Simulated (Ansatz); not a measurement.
System: CH3AlCl, charge 0, doublet. CH3AlCl (SMILES [CH3][Al][Cl], doublet).
B3LYP-D3(BJ)/def2-TZVP minimum from Ansatz (a first-principles code):
```xyz
6

Al     0.7050     0.4622     0.0529
C     -0.1655     1.5989    -1.3049
H     -1.1158     1.9608    -0.9023
H     -0.3822     0.9888    -2.1864
H      0.4438     2.4518    -1.6024
Cl    -0.4187    -1.2355     0.6960
```
Charge 0, spin multiplicity 2.

Total energies in hartree (Ansatz). Open shells are spin-unrestricted; no spin-orbit coupling. Correlated methods leave the cores frozen. No relativity. Where a partner has so few electrons that a lower coupled-cluster level is exact, that level stands in. The spin of CH3AlCl ([CH3][Al][Cl], doublet) was assumed, and the state is the lowest solution found for it.

| species | HF/cc-pV(T+d)Z | CCSD(T)/cc-pV(T+d)Z | HF/cc-pV(Q+d)Z | CCSD(T)/cc-pV(Q+d)Z | CCSD(T)/cc-pV(D+d)Z | CCSDT(Q)/cc-pV(D+d)Z |
|---|---|---|---|---|---|---|
| 1: CH3AlCl (SMILES [Al]([Cl])[CH3], doublet) | -741.13111 | -741.60810 | -741.13958 | -741.65057 | -741.46591 | -741.46763 |
| 2: Al (doublet) | -241.87908 | -241.93131 | -241.88044 | -241.93374 | -241.92191 | -241.92229 |
| 3: C (triplet) | -37.69157 | -37.78076 | -37.69331 | -37.78654 | -37.76038 | -37.76071 |
| 4: H (doublet) | -0.49981 | -0.49981 | -0.49995 | -0.49995 | -0.49928 | -0.49928 |
| 5: Cl (doublet) | -459.48556 | -459.67356 | -459.48916 | -459.69449 | -459.60403 | -459.60445 |

Question: Work out the atomisation energy (electronic, to ground-state atoms) in kcal/mol: take Hartree-Fock from cc-pV(Q+d)Z, extrapolate the CCSD(T) correlation energy as X^-3 (X = 3, 4), and add CCSDT(Q) - CCSD(T) in cc-pV(D+d)Z. 1 hartree = 627.51 kcal/mol.

Answer: 
Species 1: correlation (64·(-0.51099) - 27·(-0.47699))/37 = -0.53580; step -0.00172; E1 = -741.13958 + (-0.53580) + (-0.00172) = -741.67710
Species 2: correlation (64·(-0.05330) - 27·(-0.05223))/37 = -0.05408; step -0.00038; E2 = -241.88044 + (-0.05408) + (-0.00038) = -241.93490
Species 3: correlation (64·(-0.09323) - 27·(-0.08919))/37 = -0.09618; step -0.00033; E3 = -37.69331 + (-0.09618) + (-0.00033) = -37.78982
Species 4: correlation (64·(0.00000) - 27·(0.00000))/37 = 0.00000; step +0.00000; E4 = -0.49995 + (0.00000) + (+0.00000) = -0.49995
Species 5: correlation (64·(-0.20533) - 27·(-0.18800))/37 = -0.21798; step -0.00042; E5 = -459.48916 + (-0.21798) + (-0.00042) = -459.70756
-1·E1 +1·E2 +1·E3 +3·E4 +1·E5 = 0.74497 hartree = 467.5 kcal/mol.
